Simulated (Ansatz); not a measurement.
Consider the cleavage of the B–B bond: `BB(N)O` + H₂Te → `NB(O)[TeH]` + BH₃.

Computed with Ansatz on PBE0-D4/def2-TZVP structures; ΔE is electronic, products minus reactants. CCSD(T)/CBS is the MP2 limit (def2-TZVPP, def2-QZVPP) plus CCSD(T) − MP2 in def2-TZVPP, frozen cores. This one scheme is used for every species. DFT in def2-TZVPP. Elements past krypton have def2 core potentials. For Te outer-core shells are correlated without core-valence functions, which leaves a few kJ/mol of doubt a bond. One conformer a species, not always the lowest.

```csv
level,ΔE (kJ/mol),difference from CCSD(T)/CBS
r2SCAN0-D4,-59.3,2.9
ωB97X-V,-55.0,7.2
PBE,-46.7,15.5
BLYP,-45.5,16.7
r2SCANh,-56.5,5.7
HF/def2-SVP,-61.6,0.6
CCSD/def2-SVP,-53.9,8.3
HF/def2-TZVPP,-60.4,1.8
MP2/def2-TZVPP,-71.6,-9.4
CCSD/CBS(def2),-60.8,1.4
CCSD(T)/CBS,-62.2,0
```

Largest T1 diagnostic among the species: 0.013.

Leaving LDA and LC-ωPBE aside and taking each functional with its dispersion term where it has one, the values, not all of them listed here, spread over 16.0 kJ/mol, from PBE-QIDH to B97M-V. The D4 term adds −6.0 kJ/mol with B3LYP and −3.1 kJ/mol with PBE0; it sums over pairs of atoms, weighted by their polarisabilities, and B3LYP, whose exchange is more repulsive, gets the larger term.

B3LYP here is the variant with VWN-RPA as its local correlation; programs differ in this.
